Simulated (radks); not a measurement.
Task: The rhodium ion Rh8+ is in [Kr] 4d(3/2: 1, 5/2: 0). Calculated with a radial shooting solver on a logarithmic mesh with Libxc functionals: Dirac Kohn-Sham, PBE, spin-unpolarised, spherical densities, finite nucleus; Fermi nuclear charge, rms radius of each element as measured or else 0.836 A^(1/3) + 0.57 fm. Sub-shells are occupied by j as written (lower j first in brackets). One electron is removed from 4d3/2, 4s1/2, 4p3/2, 4p1/2 in turn, with full relaxation. Which removal costs least, and what does each cost?

Result: 4d3/2 135.29 eV; 4p3/2 186.59 eV; 4p1/2 191.47 eV; 4s1/2 223.23 eV. The 4d3/2 electron leaves first.
